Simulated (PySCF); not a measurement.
Ge(Me)(NH2) (CH5GeN), SMILES [Ge]([CH3])[NH2] (connectivity only; charge and spin as stated), neutral, multiplicity 1. Atoms are numbered in the order given.

```xyz
8

Ge    -0.1964    -0.1196     0.4311
C      0.6352     1.5292    -0.3291
H      0.2169     2.4357     0.1368
H      0.5263     1.6078    -1.4235
H      1.7149     1.5137    -0.0931
N     -0.0106    -1.1379    -1.0587
H      0.3897    -0.8296    -1.9408
H     -0.3014    -2.1099    -1.0900
```

Geometry: ωB97X-D3(BJ)/def2-SVP. The values are those of a single conformer.

All values below come from r2SCAN/def2-TZVPD (PySCF).

Isolated molecule, no solvent.

Computed frontier levels, gap, dipole moment and polarisability:
```
Item                                                                                                           Result
---------------------------------------------------------------------------------------------  ----------------------
highest occupied level                                                                                       -5.47 eV
lowest empty level                                                                                           -2.03 eV
orbital gap                                                                                                   3.43 eV
dipole moment                                                                                                  1.49 D
quadrupole, principal values (traceless, Buckingham form, about the centre of nuclear charge)  -3.33, -0.91, 4.23 D·Å
mean static polarisability                                                                       59.8 bohr³ (8.86 Å³)
polarisability, principal values                                                               48.0, 61.9, 69.5 bohr³
```
